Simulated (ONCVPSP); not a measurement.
## Which change was made? (N, ONCV)

N, optimised norm-conserving Vanderbilt (ONCV), made with ONCVPSP 4.0.1 (LDA (Perdew-Zunger), scalar-relativistic). Core [He], reference 2s1.5 2p3.5. Waves: 2s: rc 0.75 bohr, ncon 4, nbas 7, qcut 8.9 1/bohr, local; 2p: rc 1.25 bohr, ncon 4, nbas 8, qcut 7.2 1/bohr, 2 projectors, debl 2.2 Ha; d scattering state at 0.06 Ha: rc 1.05 bohr, ncon 3, nbas 7, qcut 8.3 1/bohr, 2 projectors, debl 2.3 Ha. Local part: the s channel. Core correction: none.

Cutoffs, loose and tight: the cutoffs (Ha) at which the residual kinetic energy of the hardest occupied pseudo-wave falls to 1 and 0.1 mHa per electron. They do not see the model core or the augmentation charge, which bear on the density cutoff. Test errors are all-electron minus pseudo excitation energies from the reference, over the configurations 2s2 2p3; 2s2 2p2; 2s2 2p1; 2s1 2p4; variants that change the core or the reference have their own tests.

The base gives: outcome: generated; cutoff, loose: 30 Ha; cutoff, tight: 187 Ha; bound ghosts: none; GHOST(+) flags above zero: none; largest test error (meV): +172.

(1) After one change the result is: outcome: failed: optimize: ERROR ps0norm > uunorm, code will stop. Which change was it?
A. s: rc 0.72
B. s: rc 0.58
C. s: rc 1.1

Results:

(1) B. The others give: s: rc 1.1 → outcome: failed: test_data: rc < rc(lloc) for l = 2. Not allowed. | s: rc 0.72 → outcome: generated; cutoff, loose: 88 Ha; cutoff, tight: 224 Ha; bound ghosts: none; GHOST(+) flags above zero: none; largest test error (meV): +174.
